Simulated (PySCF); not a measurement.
BeF₂. Atoms are numbered in the order given.

```xyz
3

Be     0.0000     0.0000     0.0000
F      0.0000     0.0000    -1.3818
F      0.0000     0.0000     1.3818
```
Charge 0, spin multiplicity 1.

The structure is a stationary point at r2SCAN-D4/def2-TZVP. The isomer is the one that the SMILES or the coordinates give; other isomers of the formula were not compared.

All values below come from PySCF with PBE/def2-TZVPD.

Mulliken values depend strongly on the basis, most of all with diffuse functions as here. ESP charges are fitted to the potential on shells at 1.4 to 2.0 van der Waals radii. Atomic charges (e):

| atom | ESP fit | Mulliken |
|---|---|---|
| Be1 | … | 0.29 |
| F2 | … | -0.15 |
| F3 | … | -0.15 |

### Question
What belongs in the gaps? (The exact figures need the calculation; the answer reports its results.)

### Answer

- Be1, ESP fit: 0.89
- F2, ESP fit: -0.45
- F3, ESP fit: -0.45
